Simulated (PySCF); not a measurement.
PySCF job for C3H3, SMILES c1c[cH+]1, charge +1, ADC(2)/aug-cc-pVDZ. Geometry optimised at PBE-D3(BJ)/def2-TZVP.

```python
import numpy as np
from pyscf import gto, scf, dft, adc

mol = gto.M(
    atom='''
    C     0.78952815    0.00000000    0.00000000
    C    -0.39476407    0.68375143    0.00000000
    C    -0.39476407   -0.68375143    0.00000000
    H     1.87936605    0.00000000    0.00000000
    H    -0.93968302    1.62757874    0.00000000
    H    -0.93968302   -1.62757874    0.00000000
    ''',
    basis='aug-cc-pVDZ',
    charge=1,
    spin=0,
    max_memory=1600,
    verbose=4,
)
mf = scf.RHF(mol)
mf.conv_tol = 1e-10
mf.max_cycle = 100
mf.kernel()
res = {}
for kind, nroots in (('ee', 6), ('ip', 6), ('ea', 2)):
    a = adc.ADC(mf).density_fit('aug-cc-pvdz-ri')
    a.method, a.method_type = 'adc(2)', kind
    e, v, p, x = a.kernel(nroots=nroots)
    res[kind] = (e * 27.211386245988, p)
a = adc.ADC(mf).density_fit('aug-cc-pvdz-ri')
a.method, a.method_type, a.ncvs = 'adc(2)-x', 'ip', 3
e, v, p, x = a.kernel(nroots=3)
res['core ip, CVS-ADC(2)-x'] = (e * 27.211386245988, p)
for kind, (e, p) in res.items():
    print(kind, 'energies / eV', np.round(e, 3), 'strengths', np.round(p, 4))
```

Output:

```
PySCF version 2.14.0

[INPUT] verbose = 4
[INPUT] num. atoms = 6
[INPUT] num. electrons = 20
[INPUT] charge = 1
[INPUT] spin (= nelec alpha-beta = 2S) = 0
[INPUT] symmetry False subgroup None
[INPUT] Mole.unit = angstrom
[INPUT] Symbol           X                Y                Z      unit          X                Y                Z       unit  Magmom
[INPUT]  1 C      0.789528150000   0.000000000000   0.000000000000 AA    1.491991971135   0.000000000000   0.000000000000 Bohr   0.0
[INPUT]  2 C     -0.394764070000   0.683751430000   0.000000000000 AA   -0.745995976119   1.292102939980   0.000000000000 Bohr   0.0
[INPUT]  3 C     -0.394764070000  -0.683751430000   0.000000000000 AA   -0.745995976119  -1.292102939980   0.000000000000 Bohr   0.0
[INPUT]  4 H      1.879366050000   0.000000000000   0.000000000000 AA    3.551487122306   0.000000000000   0.000000000000 Bohr   0.0
[INPUT]  5 H     -0.939683020000   1.627578740000   0.000000000000 AA   -1.775743551704   3.075678064765   0.000000000000 Bohr   0.0
[INPUT]  6 H     -0.939683020000  -1.627578740000   0.000000000000 AA   -1.775743551704  -3.075678064765   0.000000000000 Bohr   0.0

nuclear repulsion = 59.0422764738075
number of shells = 39
number of NR pGTOs = 138
number of NR cGTOs = 96
basis = aug-cc-pVDZ
ecp = {}


[settings echo left out]
init E= -116.098182701141
  HOMO = -0.346973050683207  LUMO = 0.025243381054571  gap/eV = 10.12853
cycle= 1 E= -114.938740161345  delta_E= 1.16  |g|= 0.444  |ddm|= 4.07
  HOMO = -0.847387025124039  LUMO = -0.192441395729235  gap/eV = 17.82198
cycle= 2 E= -115.009987016835  delta_E= -0.0712  |g|= 0.151  |ddm|= 0.887
  HOMO = -0.757173293825165  LUMO = -0.126050375388001  gap/eV = 17.17373
cycle= 3 E= -115.016122283157  delta_E= -0.00614  |g|= 0.0324  |ddm|= 0.422
  HOMO = -0.760562076988464  LUMO = -0.125339528172216  gap/eV = 17.28529
cycle= 4 E= -115.016593514144  delta_E= -0.000471  |g|= 0.00314  |ddm|= 0.183
  HOMO = -0.760983548598239  LUMO = -0.125771820139402  gap/eV = 17.28499
cycle= 5 E= -115.016598335352  delta_E= -4.82e-06  |g|= 0.00037  |ddm|= 0.0269
  HOMO = -0.760999531363192  LUMO = -0.125788885938883  gap/eV = 17.28496
cycle= 6 E= -115.016598406585  delta_E= -7.12e-08  |g|= 4.11e-05  |ddm|= 0.00282
  HOMO = -0.760997095214305  LUMO = -0.125790578890203  gap/eV = 17.28485
cycle= 7 E= -115.016598407558  delta_E= -9.73e-10  |g|= 5.38e-06  |ddm|= 0.000287
  HOMO = -0.760996599140493  LUMO = -0.12579104477006  gap/eV = 17.28482
cycle= 8 E= -115.016598407575  delta_E= -1.76e-11  |g|= 5.61e-07  |ddm|= 4.87e-05
  HOMO = -0.760996427539229  LUMO = -0.125790958403073  gap/eV = 17.28482
Extra cycle  E= -115.016598407575  delta_E= 6.25e-13  |g|= 1.81e-07  |ddm|= 2.58e-06
converged SCF energy = -115.016598407575

******** <class 'pyscf.adc.radc.RADC'> ********
******** ADC Orbital Information ********
Number of Frozen Occupied Orbitals: 0
Number of Frozen Virtual Orbitals: 0
Number of Active Occupied Orbitals: 10
Number of Active Virtual Orbitals: 86
*****************************************
******** <class 'pyscf.df.df.DF'> ********
auxbasis = aug-cc-pvdz-ri
Reference correlation energy (doubles): -0.36291879
MP2 correlation energy of reference state (a.u.) = -0.36291879

******** <class 'pyscf.adc.radc_ee.RADCEE'> ********
max_space = 12
max_cycle = 50
conv_tol = 1e-08

*************************************************************
        ADC calculation summary (singlet states only)
*************************************************************
adc(2) root 0  |  Energy (Eh) =   0.2827751901  |  Energy (eV) =   7.69470485  |  Osc. strength = 0.00000000  |  conv = True
adc(2) root 1  |  Energy (Eh) =   0.2893871740  |  Energy (eV) =   7.87462610  |  Osc. strength = 0.00000000  |  conv = True
adc(2) root 2  |  Energy (Eh) =   0.2893871783  |  Energy (eV) =   7.87462622  |  Osc. strength = 0.00000000  |  conv = True
adc(2) root 3  |  Energy (Eh) =   0.2948912057  |  Energy (eV) =   8.02439843  |  Osc. strength = 0.00010997  |  conv = True
adc(2) root 4  |  Energy (Eh) =   0.3617859456  |  Energy (eV) =   9.84469702  |  Osc. strength = 0.15586059  |  conv = True
adc(2) root 5  |  Energy (Eh) =   0.3617859462  |  Energy (eV) =   9.84469704  |  Osc. strength = 0.15586064  |  conv = True

******** <class 'pyscf.adc.radc.RADC'> ********
******** ADC Orbital Information ********
Number of Frozen Occupied Orbitals: 0
Number of Frozen Virtual Orbitals: 0
Number of Active Occupied Orbitals: 10
Number of Active Virtual Orbitals: 86
*****************************************
******** <class 'pyscf.df.df.DF'> ********
auxbasis = aug-cc-pvdz-ri
Reference correlation energy (doubles): -0.36291879
MP2 correlation energy of reference state (a.u.) = -0.36291879

******** <class 'pyscf.adc.radc_ip.RADCIP'> ********
max_space = 12
max_cycle = 50
conv_tol = 1e-08

*************************************************************
        ADC calculation summary (doublet states only)
*************************************************************
adc(2) root 0  |  Energy (Eh) =   0.7386216966  |  Energy (eV) =  20.09892011  |  Spec. factor = 1.81133552  |  conv = True
adc(2) root 1  |  Energy (Eh) =   0.7386216981  |  Energy (eV) =  20.09892015  |  Spec. factor = 1.81133552  |  conv = True
adc(2) root 2  |  Energy (Eh) =   0.7695741490  |  Energy (eV) =  20.94117924  |  Spec. factor = 1.82650027  |  conv = True
adc(2) root 3  |  Energy (Eh) =   0.9116293257  |  Energy (eV) =  24.80669749  |  Spec. factor = 1.77700855  |  conv = True
adc(2) root 4  |  Energy (Eh) =   0.9772511422  |  Energy (eV) =  26.59235807  |  Spec. factor = 1.73772893  |  conv = True
adc(2) root 5  |  Energy (Eh) =   0.9772511430  |  Energy (eV) =  26.59235809  |  Spec. factor = 1.73772893  |  conv = True

******** <class 'pyscf.adc.radc.RADC'> ********
******** ADC Orbital Information ********
Number of Frozen Occupied Orbitals: 0
Number of Frozen Virtual Orbitals: 0
Number of Active Occupied Orbitals: 10
Number of Active Virtual Orbitals: 86
*****************************************
******** <class 'pyscf.df.df.DF'> ********
auxbasis = aug-cc-pvdz-ri
Reference correlation energy (doubles): -0.36291879
MP2 correlation energy of reference state (a.u.) = -0.36291879

******** <class 'pyscf.adc.radc_ea.RADCEA'> ********
max_space = 12
max_cycle = 50
conv_tol = 1e-08

*************************************************************
        ADC calculation summary (doublet states only)
*************************************************************
adc(2) root 0  |  Energy (Eh) =  -0.1954488624  |  Energy (eV) =  -5.31843444  |  Spec. factor = 1.84674645  |  conv = True
adc(2) root 1  |  Energy (Eh) =  -0.1954488615  |  Energy (eV) =  -5.31843442  |  Spec. factor = 1.84674645  |  conv = True

******** <class 'pyscf.adc.radc.RADC'> ********
******** ADC Orbital Information ********
Number of Frozen Occupied Orbitals: 0
Number of Frozen Virtual Orbitals: 0
Number of Active Occupied Orbitals: 10
Number of Active Virtual Orbitals: 86
*****************************************
******** <class 'pyscf.df.df.DF'> ********
auxbasis = aug-cc-pvdz-ri
Reference correlation energy (doubles): -0.36291879
MP2 correlation energy of reference state (a.u.) = -0.36291879

******** <class 'pyscf.adc.radc_ip_cvs.RADCIPCVS'> ********
max_space = 12
max_cycle = 50
conv_tol = 1e-08

*************************************************************
        ADC calculation summary (doublet states only)
*************************************************************
adc(2)-x root 0  |  Energy (Eh) =  11.0713323746  |  Energy (eV) = 301.26629900  |  Spec. factor = 1.48911898  |  conv = True
adc(2)-x root 1  |  Energy (Eh) =  11.0713323748  |  Energy (eV) = 301.26629901  |  Spec. factor = 1.48911898  |  conv = True
adc(2)-x root 2  |  Energy (Eh) =  11.0735790994  |  Energy (eV) = 301.32743550  |  Spec. factor = 1.48815904  |  conv = True
ee energies / eV [7.695 7.875 7.875 8.024 9.845 9.845] strengths [0.000e+00 0.000e+00 0.000e+00 1.000e-04 1.559e-01 1.559e-01]
ip energies / eV [20.099 20.099 20.941 24.807 26.592 26.592] strengths [1.8113 1.8113 1.8265 1.777  1.7377 1.7377]
ea energies / eV [-5.318 -5.318] strengths [1.8467 1.8467]
core ip, CVS-ADC(2)-x energies / eV [301.266 301.266 301.327] strengths [1.4891 1.4891 1.4882]
```

The run converged.
